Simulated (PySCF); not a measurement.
Molecule: SMILES [Ge]([CH3])([SiH2][SiH3])([CH3])[CH3]. Atoms near the plane z = 0.0 Å, at the GFN2-xTB optimised geometry (x, y, z in Å): Si2 (0.6, 1.0, 0.0), H10 (2.1, 1.0, 0.0), H11 (0.2, 2.4, 0.0).

Level of theory: CAM-B3LYP/def2-SVP run with PySCF 2.14.0. Cells within 0.4 Å of a nucleus heavier than hydrogen are left out (blank, or x). The values are rescaled to run from 0 to 1.

```
|00000000000000000000000000000|
|00000000000000111000000000000|
|00000000000012222110000000000|
|00000000000123343321000000000|
|00000000001234555432110000000|
|00000000012345666543211000000|
|00000000012456787654322100000|
|00000000013457887655443210000|
|00000000123456787766554321000|
|00000000123456777777665431000|
|0000000012345679x977876532000|
|000000012234567xxx78886532100|
|0000000123345679x877876532000|
|00000001233456777767665431000|
|00000011233456666665554321000|
|00000012233445555554433210000|
|00000122333344454443322100000|
|00001223333333443332211000000|
|00001233333333333221100000000|
|00001233433333322210000000000|
|00001223333333321100000000000|
|00000122333333321000000000000|
|00000012223333221000000000000|
|00000001122232210000000000000|
|00000000011222100000000000000|
|00000000000111000000000000000|
|00000000000000000000000000000|
|00000000000000000000000000000|
|00000000000000000000000000000|
```
Scale: ten equal steps from 0.000 (start of '0') to 1.00 (end of '9'), in the order '0123456789'; x runs from -4.50 to 4.50, y from -4.50 (bottom) to 4.50 (top).

Task: Which quantity is mapped?
A. log10 of the electron density
B. electron localisation function
C. Laplacian of the electron density
D. deformation density (molecule minus spherical neutral atoms)

Result: A, log10 of the electron density. In full: log10 of the electron density (e/bohr³), floored at −4.
